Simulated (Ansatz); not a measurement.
Name a neutral molecule of Al, C, N, O, Si and H with HOMO–LUMO gap (PBE0/def2-TZVPP) between 4.90 and 5.20 eV and size of the dipole moment (B3LYP/def2-TZVPP) between 1.50 and 1.80 D (Ansatz, PBE0-D4/def2-TZVP geometry).

`OC1=[C]([AlH2])[SiH2]N1` (5.14 eV, 1.74 D). Other molecules can fit too; these were computed, each in one conformer that needn't be the lowest.

B3LYP here is the variant with VWN-RPA as its local correlation; programs differ in this.
